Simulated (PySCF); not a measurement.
Hf(Cl)3(OH) (Cl3HHfO), SMILES [Cl][Hf]([OH])([Cl])[Cl], multiplicity 1.

Geometry optimised at B3LYP-D3(BJ)/def2-SVP. The spin state was assumed, not searched. The isomer is the one that the SMILES or the coordinates give; other isomers of the formula were not compared. The def2 effective core potentials stand for the cores of Hf; spin–orbit coupling is left out. The values are those of a single conformer.

The numbers are results of TDA-PBE0/def2-SVPD (PySCF), not measurements.

Vertical excitations; the highest root listed may be one member of a degenerate set. Isolated molecule, no solvent. State labels are in the subgroup Cs.

List the lowest excited states. (Estimate from the structure and the level; the computed values follow.)


```
state  symmetry  energy (eV)  λ (nm)      f                                                                    main pairs
-----  --------  -----------  ------  -----  ----------------------------------------------------------------------------
S1           A'         6.26     198  0.003                        HOMO→LUMO, HOMO−1→LUMO, HOMO−2→LUMO+1 (degenerate set)
S2           A"         6.26     198  0.003                      HOMO→LUMO+1, HOMO−2→LUMO, HOMO−1→LUMO+1 (degenerate set)
S3           A"         6.27     198  0.000                                          HOMO−1→LUMO+1 49 %, HOMO−2→LUMO 49 %
S4           A'         6.40     194  0.004                                          HOMO−2→LUMO+1 48 %, HOMO−1→LUMO 48 %
S5           A"         6.48     191  0.035         HOMO→LUMO+1, HOMO−3→LUMO, HOMO−1→LUMO+1, HOMO−2→LUMO (degenerate set)
S6           A'         6.48     191  0.035         HOMO→LUMO, HOMO−3→LUMO+1, HOMO−2→LUMO+1, HOMO−1→LUMO (degenerate set)
S7           A"         6.78     183  0.012                      HOMO−3→LUMO, HOMO−5→LUMO, HOMO−4→LUMO+1 (degenerate set)
S8           A'         6.78     183  0.012                    HOMO−3→LUMO+1, HOMO−5→LUMO+1, HOMO−4→LUMO (degenerate set)
S9           A"         6.79     182  0.000                        HOMO−4→LUMO+1 44 %, HOMO−5→LUMO 44 %, HOMO→LUMO+2 10 %
S10          A'         6.97     178  0.025  HOMO−3→LUMO+1 23 %, HOMO−2→LUMO+2 19 %, HOMO−5→LUMO+1 19 %, HOMO−4→LUMO 19 %
T1           A'         5.90     210      0                                                    HOMO→LUMO (degenerate set)
T2           A"         5.90     210      0                                                  HOMO→LUMO+1 (degenerate set)
T3           A"         6.09     204      0                                          HOMO−2→LUMO 48 %, HOMO−1→LUMO+1 48 %
T4           A'         6.17     201      0                                          HOMO−1→LUMO 47 %, HOMO−2→LUMO+1 45 %
```
Triplets are in the Tamm–Dancoff approximation.
